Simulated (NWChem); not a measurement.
System: C₂H₈Si; SMILES [SiH2](C)C

NWChem input:

```
start job
memory heap 200 mb stack 900 mb global 1100 mb
geometry units angstroms noautoz
  Si     0.000000     0.000000    -0.532599
  C     -1.556075     0.000000     0.525619
  C      1.556075     0.000000     0.525619
  H      0.000000     1.207520    -1.421166
  H      0.000000    -1.207520    -1.421166
  H     -1.592552    -0.890800     1.172316
  H     -2.460680     0.000000    -0.101874
  H     -1.592552     0.890800     1.172316
  H      2.460680     0.000000    -0.101874
  H      1.592552    -0.890800     1.172316
  H      1.592552     0.890800     1.172316
end
basis spherical
  * library sto-3g
end
dft
  xc b3lyp
  iterations 150
  mulliken
end
task dft energy
```

Geometry: optimised at PBE0/def2-SVP.

**Question.** What results follow from this input? (B3LYP/STO-3G.) Quantities: basis functions; energy (Ha); highest occupied level (eV); orbital gap (eV); dipole (D).

**Answer.** number of basis functions: 27
energy (Ha): -366.26
highest occupied level (eV): -6.93
orbital gap (eV): 15.08
dipole (D): 0.22
